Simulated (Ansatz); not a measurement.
Geometry optimisation, Ansatz 0.2.0, RKS PBE/6-31G.

Input:

```yaml
crystal:
  periodic: [false, false, false]
  atoms:
    - { symbol: Si, position_ang: [0.0, 0.0, 0.0] }
    - { symbol: H, position_ang: [0.0, 0.0, 1.46] }
    - { symbol: O, position_ang: [1.5842, 0.0, -0.5594] }
    - { symbol: Si, position_ang: [2.4906, -1.3762, -0.8866] }
    - { symbol: H, position_ang: [1.6598, -2.3521, -1.5857] }
    - { symbol: H, position_ang: [3.6318, -1.0202, -1.7249] }
    - { symbol: H, position_ang: [2.9691, -1.9538, 0.366] }
    - { symbol: "N", position_ang: [-0.8572, 1.4851, -0.6061] }
    - { symbol: H, position_ang: [-1.8773, 1.43, -0.8888] }
    - { symbol: H, position_ang: [-0.3367, 2.4058, -0.6766] }
    - { symbol: F, position_ang: [-0.7489, -1.2974, -0.5295] }
basis:
  gaussian: { orbitals: "6-31G" }
hamiltonian:
  xc: pbe
relax:
  f_tol: 0.02
  max_steps: 40
output:
  orbitals: {}
```

Run as:

```bash
$ ansatz run input.yaml --threads 1 --pin off --max-ram 2048MiB --backend cpu --events-out ev --progress --plain --runs-dir out
```

Where does it end, and by what steps?

The forces met the threshold. The force dipped under the threshold on the way, but the program's further checks kept it going. Limits of this set-up: no polarisation functions. After 24 steps the energy has fallen by 0.867 eV; H10 moved furthest, 1.39 Å.

| step | energy less start (eV) | largest force component (eV/Å) | accepted |
| --- | --- | --- | --- |
| 0 | 0.0000 | 5.514 | yes |
| 1 | -0.5488 | 2.875 | yes |
| 2 | -0.7256 | 0.309 | yes |
| 3 | -0.7420 | 0.235 | yes |
| 4 | -0.7737 | 0.194 | yes |
| 5 | -0.7787 | 0.700 | yes |
| 6 | -0.8149 | 0.143 | yes |
| 7 | -0.8256 | 0.416 | yes |
| 8 | -0.8401 | 0.329 | yes |
| 9 | -0.8447 | 0.422 | yes |
| 10 | -0.8564 | 0.241 | yes |
| 11 | -0.8234 | 0.928 | no |
| 12 | -0.8613 | 0.087 | yes |
| 13 | -0.8621 | 0.019 | yes |
| 14 | -0.8625 | 0.061 | yes |
| 15 | -0.8630 | 0.074 | yes |
| 16 | -0.8636 | 0.060 | yes |
| 17 | -0.8643 | 0.069 | yes |
| 18 | -0.8648 | 0.073 | yes |
| 19 | -0.8655 | 0.062 | yes |
| 20 | -0.8663 | 0.039 | yes |
| 21 | -0.8668 | 0.033 | yes |
| 22 | -0.8670 | 0.043 | yes |
| 23 | -0.8672 | 0.022 | yes |
| 24 | -0.8673 | 0.013 | yes |

```xyz
11
Properties=species:S:1:pos:R:3
Si -0.131 0.081 0.162
H -0.180 0.385 1.634
O 1.429 -0.196 -0.442
Si 2.578 -1.384 -0.943
H 2.141 -2.034 -2.240
H 3.889 -0.663 -1.153
H 2.748 -2.455 0.117
N -0.842 1.404 -0.715
H -1.489 2.056 -0.284
H -0.687 1.544 -1.709
F -0.941 -1.417 -0.059
```

Whether the end is a true minimum wasn't checked by a vibrational analysis.

Time of the run: 91 s on 1 thread of Arm Neoverse V2, with other jobs on the host, peak memory 0.16 GiB.
